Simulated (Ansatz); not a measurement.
Rocksalt-halide family: binding per atom (eV) at several levels, gas phase, relaxed structures; Ansatz. Core potentials for Cs, I, Rb in the def2 sets, no spin–orbit coupling. Binding counts from free atoms in the multiplicity of their measured ground term, without zero-point energy. The structures are stationary points that may keep the symmetry of their start. Correlated methods freeze inner cores and use unrestricted references for open shells.

```
                          species    state            geometry  PBE-D4/def2-SVP  MP2/def2-SVP
2x3x3 LiCl rock-salt block, 2x3x3  singlet     PBE-D4/def2-SVP             3.42          3.26
 2x4x5 LiH rock-salt block, 2x4x5  singlet     PBE-D4/def2-SVP             2.21          2.04
2x2x4 RbCl rock-salt block, 2x2x4  singlet  r2SCAN-D4/def2-SVP             2.98          2.82
2x2x4 CsCl rock-salt block, 2x2x4  singlet     PBE-D4/def2-SVP             2.99          2.84
 2x3x4 LiF rock-salt block, 2x3x4  singlet  r2SCAN-D4/def2-SVP             4.33          4.21
 2x2x4 LiI rock-salt block, 2x2x4  singlet     PBE-D4/def2-SVP             2.66          2.56
1x4x4 CsCl rock-salt block, 1x4x4  singlet     PBE-D4/def2-SVP             2.88          2.72
 1x4x4 LiF rock-salt block, 1x4x4  singlet    PBE0-D4/def2-SVP             4.15          4.02
```

Question: Estimate the column for PBE0-D4/def2-SVP.

Answer: 2x3x3 LiCl rock-salt block, 2x3x3 3.40; 2x4x5 LiH rock-salt block, 2x4x5 2.20; 2x2x4 RbCl rock-salt block, 2x2x4 2.98; 2x2x4 CsCl rock-salt block, 2x2x4 2.99; 2x3x4 LiF rock-salt block, 2x3x4 4.19; 2x2x4 LiI rock-salt block, 2x2x4 2.67; 1x4x4 CsCl rock-salt block, 1x4x4 2.88; 1x4x4 LiF rock-salt block, 1x4x4 4.01.
